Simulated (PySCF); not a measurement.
Job file and geometry (Å, from GFN2-xTB) of a spin–spin coupling run on `BCBOCC`, C$_{3}$H$_{10}$B$_{2}$O, PySCF 2.14.0, density-fitted response routines, B3LYP/pcJ-1 indirect spin-spin coupling, non-relativistic, gas phase; density fitting, a coarse starting grid and PySCF grid level 2 are the driver's defaults:

```
{"job": {"kind": "j", "xc": "B3LYP", "basis": "pcJ-1"}, "charge": 0, "multiplicity": 1}
B      2.454373     0.209370     0.352658
C      1.535723    -0.797381    -0.397554
B      0.458345     0.072079    -1.223530
O     -0.627972     0.632504    -0.718642
C     -1.066254     0.607247     0.622944
C     -2.388948    -0.143639     0.731224
H      3.366380     0.695987    -0.197258
H      2.225733     0.526438     1.458656
H      2.085897    -1.401201    -1.116093
H      1.002018    -1.465857     0.278700
H      0.597081     0.257712    -2.375310
H     -0.311735     0.146987     1.268914
H     -1.202306     1.650127     0.933057
H     -3.137859     0.325556     0.098378
H     -2.262210    -1.175180     0.410551
H     -2.735863    -0.131805     1.760949
```

Q: Write the output of this run.

A: 
```
coarse grid: 12720 points
cycle   1  E = -245.1539878515  dE =  3.588e-01  |g| = 7.175e-01  |ddm| = 2.976e+00
cycle   2  E = -245.0142510348  dE =  1.397e-01  |g| = 1.126e+00  |ddm| = 1.329e+00
cycle   3  E = -245.2518037476  dE = -2.376e-01  |g| = 1.728e-01  |ddm| = 9.259e-01
cycle   4  E = -245.2573139467  dE = -5.510e-03  |g| = 5.267e-02  |ddm| = 1.415e-01
cycle   5  E = -245.2579327332  dE = -6.188e-04  |g| = 8.637e-03  |ddm| = 3.968e-02
cycle   6  E = -245.2579498674  dE = -1.713e-05  |g| = 2.467e-03  |ddm| = 9.124e-03
cycle   7  E = -245.2579514152  dE = -1.548e-06  |g| = 4.927e-04  |ddm| = 2.174e-03
final grid: 120968 points
cycle   8  E = -245.3135609238  dE = -1.411e-04  |g| = 7.661e-03  |ddm| = 2.089e-02
cycle   9  E = -245.3135508889  dE =  1.003e-05  |g| = 1.030e-02  |ddm| = 1.128e-02
cycle  10  E = -245.3135731118  dE = -2.222e-05  |g| = 1.493e-03  |ddm| = 6.644e-03
cycle  11  E = -245.3135734144  dE = -3.026e-07  |g| = 7.489e-04  |ddm| = 1.489e-03
cycle  12  E = -245.3135735193  dE = -1.049e-07  |g| = 5.831e-05  |ddm| = 4.978e-04
cycle  13  E = -245.3135735202  dE = -9.176e-10  |g| = 1.402e-05  |ddm| = 6.537e-05
converged SCF energy = -245.3135735202

Indirect spin-spin couplings (Hz)
  i      j    bonds     total        FC       PSO       DSO        SD
  0 B    1 C    1     42.236    45.673    -3.599     0.150     0.012
  0 B    2 B    2     -0.619    -1.365     0.402     0.052     0.291
  0 B    3 O    3     -1.243    -0.645    -0.297     0.008    -0.310
  0 B    6 H    1    130.745   131.562    -1.752     0.379     0.555
  0 B    7 H    1    130.127   130.998    -1.804     0.413     0.520
  0 B    8 H    2     -6.818    -6.110    -0.340    -0.405     0.037
  0 B    9 H    2     -7.810    -7.019    -0.445    -0.372     0.027
  0 B   10 H    3      0.230     0.189     0.264    -0.209    -0.014
  0 B   12 H    5      0.348     0.347     0.064    -0.057    -0.005
  0 B   13 H    6      0.202     0.224     0.244    -0.262    -0.004
  1 C    2 B    1     36.741    38.317    -1.965     0.250     0.140
  1 C    3 O    2      2.707     1.475     1.224     0.008         -
  1 C    4 C    3      4.037     4.147    -0.122     0.013         -
  1 C    6 H    2      4.853     5.488    -0.446    -0.188         -
  1 C    7 H    2      3.855     4.483    -0.450    -0.178         -
  1 C    8 H    1    133.248   130.903     1.672     0.673         -
  1 C    9 H    1    123.642   121.068     1.839     0.736         -
  1 C   10 H    2     14.175    14.415    -0.115    -0.125         -
  1 C   12 H    4     -0.169    -0.123     0.183    -0.229         -
  2 B    3 O    1     -6.659   -13.295     7.142    -0.121    -0.385
  2 B    4 C    2     -1.746    -1.470    -0.173    -0.124     0.021
  2 B    5 C    3      0.924     0.935     0.086    -0.090    -0.006
  2 B    6 H    3     -0.284    -0.371     0.086    -0.001     0.003
  2 B    7 H    3     -0.167    -0.241     0.183    -0.106    -0.002
  2 B    8 H    2     -9.787    -9.367    -0.436    -0.030     0.046
  2 B    9 H    2     -7.255    -7.139    -0.160    -0.046     0.089
  2 B   10 H    1    158.255   158.159    -1.379     1.021     0.454
  2 B   11 H    3      4.698     5.045    -0.318     0.011    -0.040
  2 B   12 H    3      3.864     3.947     0.570    -0.666     0.014
  2 B   13 H    4     -0.170    -0.141     0.373    -0.403     0.001
  3 O    4 C    1     19.147    20.006    -0.733    -0.126         -
  3 O    5 C    2     -3.933    -4.150     0.221    -0.003         -
  3 O    7 H    4      0.153     0.176    -0.049     0.026         -
  3 O    8 H    3     -3.795    -4.147     0.149     0.203         -
  3 O    9 H    3     -1.754    -2.016     0.241     0.021         -
  3 O   10 H    2    -24.110   -25.082     0.906     0.066         -
  3 O   11 H    2     -0.983    -0.632    -0.470     0.119         -
  3 O   12 H    2     -7.536    -7.142    -0.460     0.066         -
  3 O   13 H    3     -1.595    -1.535    -0.028    -0.033         -
  3 O   14 H    3     -1.893    -1.772    -0.113    -0.009         -
  3 O   15 H    3    -10.447   -10.580    -0.119     0.252         -
  4 C    5 C    1     37.505    37.917    -0.605     0.193         -
  4 C    7 H    5      1.036     1.033    -0.153     0.155         -
  4 C    8 H    4      0.438     0.469     0.271    -0.301         -
  4 C   10 H    3      9.586     9.668     0.419    -0.501         -
  4 C   11 H    1    145.782   144.826    -0.049     1.006         -
  4 C   12 H    1    152.006   151.069    -0.000     0.937         -
  4 C   13 H    2     -6.227    -6.147     0.064    -0.144         -
  4 C   14 H    2     -6.093    -6.014     0.051    -0.131         -
  4 C   15 H    2      1.466     1.435     0.156    -0.125         -
  5 C    7 H    6      0.192     0.200     0.078    -0.086         -
  5 C   10 H    4     -0.501    -0.490     0.249    -0.261         -
  5 C   11 H    2     -1.261    -1.162     0.084    -0.183         -
  5 C   12 H    2     -2.308    -2.220     0.124    -0.212         -
  5 C   13 H    1    135.927   134.210     1.093     0.624         -
  5 C   14 H    1    134.236   132.457     1.139     0.640         -
  5 C   15 H    1    130.815   128.976     1.243     0.596         -
  6 H    7 H    2      5.116     5.341     1.874    -2.099         -
  6 H    8 H    3      6.112     6.272     0.213    -0.374         -
  6 H    9 H    3     10.365    10.640     1.842    -2.117         -
  7 H    8 H    3      8.327     8.590     1.819    -2.081         -
  7 H    9 H    3      8.598     8.761     0.017    -0.180         -
  7 H   10 H    4     -0.480    -0.411     1.055    -1.124         -
  8 H    9 H    2     -3.744    -4.044     2.763    -2.463         -
  8 H   10 H    3      6.517     6.597    -0.167     0.087         -
  8 H   12 H    5      0.230     0.326     1.355    -1.452         -
  8 H   15 H    6      0.191     0.255     0.873    -0.938         -
  9 H   10 H    3      1.978     2.099     1.683    -1.803         -
  9 H   11 H    5     -0.299    -0.474    -2.473     2.649         -
 10 H   11 H    4     -0.749    -0.581     1.414    -1.582         -
 10 H   12 H    4     -1.202    -1.085     1.434    -1.551         -
 10 H   14 H    5      0.157     0.231     0.527    -0.601         -
 10 H   15 H    5      0.442     0.525     1.220    -1.303         -
 11 H   12 H    2    -10.704   -10.758     2.099    -2.045         -
 11 H   13 H    3     14.409    14.536     2.706    -2.833         -
 11 H   14 H    3      5.178     5.276     0.294    -0.392         -
 11 H   15 H    3      1.973     2.060     0.287    -0.374         -
 12 H   13 H    3      5.235     5.335     0.384    -0.485         -
 12 H   14 H    3     14.724    14.856     2.771    -2.904         -
 12 H   15 H    3      2.225     2.315     0.431    -0.521         -
 13 H   14 H    2    -12.814   -12.912     2.738    -2.641         -
 13 H   15 H    2    -13.975   -14.065     2.909    -2.819         -
 14 H   15 H    2    -13.783   -13.873     2.867    -2.777         -
```

Size and cost of the density-fitted run: 262 basis functions, 28 s wall time on 1 thread of an x86-64 server CPU, shared host.
